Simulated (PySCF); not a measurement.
thiophene (C₄H₄S), SMILES s1cccc1. Atoms are numbered in the order given.

```xyz
9

C      0.0000     0.7121     1.2698
C      0.0000    -0.7121     1.2698
C      0.0000    -1.2349     0.0031
S      0.0000     0.0000    -1.1895
C      0.0000     1.2349     0.0031
H      0.0000     1.3256     2.1718
H      0.0000    -1.3256     2.1718
H      0.0000    -2.2830    -0.2932
H      0.0000     2.2830    -0.2932
```
Charge 0, spin multiplicity 1.

Coordinates come from a PBE0-D3(BJ)/def2-SVP optimisation.

Computed with M06-2X/def2-TZVP (PySCF).

Isolated molecule, no solvent.

```yaml
total_energy: -552.99258 hartree
point_group: C2v
highest_occupied_level: -7.99 eV
lowest_empty_level: 0.44 eV
orbital_gap: 8.42 eV
dipole_moment: 0.47 D
quadrupole, principal values (traceless, Buckingham form, about the centre of nuclear charge): -7.44, 1.28, 6.16 D·Å
mean_static_polarisability: 59.0 bohr³ (8.75 Å³)
polarisability_principal_values: 37.5, 66.6, 73.0 bohr³
```
